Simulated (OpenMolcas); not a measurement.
## Pt6+ in a point-charge field

Pt6+ among 8 point charges of -0.78 e arranged as a cube (Oh), 1.78 Å from the ion.

```
Program             : OpenMolcas
Method              : SS-CASPT2, IPEA 0.25 Eh, imaginary shift 0.1 Eh (closed shells correlated: 5s 5p)
Basis               : ANO-RCC-VTZP [8s7p5d3f1g]
Scalar Hamiltonian  : DKH2, point nucleus
Active space        : 4 electrons in 5 orbitals (5d)
State averaging     : 2S+1 = 5 even, 5 roots; 2S+1 = 3 even, 45 roots; 2S+1 = 1 even, 50 roots
Spin-orbit coupling : state interaction with AMFI integrals over the reference wave functions
```

The lowest spin-free states (labels of O, the rotations of Oh), above the lowest:

```
State  Degeneracy  E (cm-1)  Free-ion L (%)
  5T2           3         0         D (100)
   5E           2      4150         D (100)
  3T1           3     17250          H (69)
  3T2           3     18690          H (83)
  3T1           3     19780          H (68)
  3T1           3     21600          P (62)
   3E           2     21610          H (90)
  3T2           3     21770          G (71)
  3T2           3     24070          F (68)
  3A2           1     24160         F (100)
  1A1           1     24350          I (53)
  3T1           3     24620          H (38)
   3E           2     25290          G (88)
  1T1           3     26380          I (70)
  3A1           1     26770         G (100)
  1T2           3     28310          I (97)
  3T1           3     28390          G (52)
  3T2           3     29300          D (95)
   1E           2     30120          G (61)
  1A1           1     30410          I (45)
```

The lowest levels with spin-orbit coupling:

```json
{"E (cm-1)": "0", "Degeneracy": "1", "Label": "A1", "2S+1": "5 (56 %)"}
{"E (cm-1)": "7650", "Degeneracy": "3", "Label": "T1", "2S+1": "5 (80 %)"}
{"E (cm-1)": "12960", "Degeneracy": "3", "Label": "T2", "2S+1": "5 (88 %)"}
{"E (cm-1)": "14250", "Degeneracy": "2", "Label": "E", "2S+1": "5 (88 %)"}
{"E (cm-1)": "16900", "Degeneracy": "3", "Label": "T1", "2S+1": "5 (80 %)"}
{"E (cm-1)": "17850", "Degeneracy": "3", "Label": "T2", "2S+1": "5 (73 %)"}
{"E (cm-1)": "19650", "Degeneracy": "1", "Label": "A2", "2S+1": "5 (71 %)"}
{"E (cm-1)": "19990", "Degeneracy": "2", "Label": "E", "2S+1": "5 (46 %)"}
{"E (cm-1)": "20100", "Degeneracy": "1", "Label": "A1", "2S+1": "3 (46 %)"}
{"E (cm-1)": "20270", "Degeneracy": "3", "Label": "T1", "2S+1": "5 (48 %)"}
{"E (cm-1)": "20420", "Degeneracy": "3", "Label": "T2", "2S+1": "5 (60 %)"}
{"E (cm-1)": "26000", "Degeneracy": "1", "Label": "A1", "2S+1": "5 (46 %)"}
{"E (cm-1)": "28980", "Degeneracy": "3", "Label": "T1", "2S+1": "3 (60 %)"}
{"E (cm-1)": "28980", "Degeneracy": "2", "Label": "E", "2S+1": "3 (61 %)"}
{"E (cm-1)": "29560", "Degeneracy": "3", "Label": "T2", "2S+1": "3 (68 %)"}
{"E (cm-1)": "30590", "Degeneracy": "1", "Label": "A1", "2S+1": "3 (56 %)"}
{"E (cm-1)": "31630", "Degeneracy": "1", "Label": "A2", "2S+1": "3 (77 %)"}
{"E (cm-1)": "33160", "Degeneracy": "3", "Label": "T2", "2S+1": "3 (82 %)"}
{"E (cm-1)": "33850", "Degeneracy": "3", "Label": "T1", "2S+1": "3 (83 %)"}
{"E (cm-1)": "34390", "Degeneracy": "3", "Label": "T2", "2S+1": "3 (74 %)"}
```

Powder χT (cm3 K/mol): 0 at 2 K, 0.00102 at 10 K, 0.00511 at 50 K, 0.0102 at 100 K, 0.0205 at 200 K, 0.0307 at 300 K. The effective moment at 300 K is 2.828 √(χT) = 0.50 μB.

Roots that are degenerate in the reference are averaged as groups; the widest CASPT2 spread within a group is 180 cm-1 (the 2-fold group of multiplicity 1 near 72700 cm-1 above the lowest state of its run). Shifts and gaps below about the spread of the groups concerned are not significant. Spin-orbit coupling mixes the spin-free states strongly: the lowest level takes only 39 % from its leading state, 5T2. Point charges give a weaker field than real ligands, and real ions of this kind are as a rule low spin; the high spin found here belongs to the model. The ground term spreads over less than 5000 cm-1, several times less than with real ligands, so orbital moments are less quenched and χT lies further from the spin-only value than at real sites. Free-ion shares, where given, are those of the reference states; single-state CASPT2 does not remix them. Point charges carry no covalency, so the field is a model and not that of real ligands. No measured value stands beside these numbers.
